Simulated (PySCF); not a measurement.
# Reading the logs of faulty runs: BClGeH4N

These are calculations, not measurements. The program is PySCF 2.14.0, an open-source quantum chemistry code, run on an isolated molecule that a program drew, which may never have been made. The molecule is BClGeH4N (charge 0, doublet), drawn as the SMILES string `ClB[NH][GeH2]`.

Each row is a Hartree-Fock (HF) and frozen-core CCSD(T) single point in the cc-pV(D+d)Z basis, meant for a local HF minimum. Run 1 is clean. Each other run has one planted mistake out of seven kinds, and not every kind appears here: one electron removed, one electron added, multiplicity raised by two, geometry at a saddle point, minimal basis STO-3G, one bond length entered in bohr, all coordinates scaled. The reference is restricted for singlets and unrestricted otherwise, and also for a bond in bohr. Adding or removing an electron swaps singlet and doublet. Electrons count all cores. HOMO and LUMO are orbital energies over both spins, the gradient is its largest component, and the lowest frequency (negative if imaginary) is given only where the gradient is small. Bond lengths are over the 7 bonds as drawn. T1 is the CCSD diagnostic: over 0.02 (restricted) or 0.045 (unrestricted) a single reference is doubtful. Germanium has the cc-pVDZ-PP basis, with a core potential (ECP10MDF) in place of its 10 inner electrons, and its 3s, 3p and 3d shells are frozen in CCSD(T).

Geometry of the clean run:
```xyz
8
BClGeH4N, angstrom
Cl   -3.1950   -2.2439   -0.8512
B    -3.0663   -0.8575   -1.9822
N    -2.2940    0.2484   -1.6467
Ge   -1.2881    0.5651   -0.0972
H    -3.6654   -0.9365   -3.0120
H    -2.2725    0.9805   -2.3320
H    -2.2082    0.5766    1.1260
H    -0.1787   -0.4827    0.0257
```

```
run,electrons,basis functions,<S^2>,HOMO (eV),LUMO (eV),gradient (hartree/bohr),lowest frequency (cm^-1),mean bond (Å),longest bond (Å),T1,HF (hartree),CCSD(T) (hartree),mistake
1,65,94,0.753,-9.36,0.91,4.2e-05,81,1.4738,1.874,0.0134,-834.41000,-834.94040,no fault
2,65,94,0.753,-9.47,0.73,2.0e-02,-,1.5195,1.932,0.0144,-834.40289,-834.93771,all coordinates scaled
3,65,94,1.485,-9.43,0.85,2.2e-02,-,1.6013,1.895,0.0533,-834.26882,-834.79787,one bond length entered in bohr
4,64,94,0.000,-16.12,-7.57,8.3e-02,-,1.4738,1.874,0.0147,-834.09878,-834.62366,?
```

**Which mistake was planted in run 4, and what did it cost?**

It counts 64 electrons, one fewer than the clean run, at the same geometry and basis. So the mistake is: one electron removed. Subtracting run 1 and multiplying by 627.51 kcal/mol a hartree, the energy moved by 195.3 kcal/mol in HF and 198.8 kcal/mol in CCSD(T).

Cautions from the logs. Run 3: T1 is over the limit, so its CCSD(T) energy is less reliable.
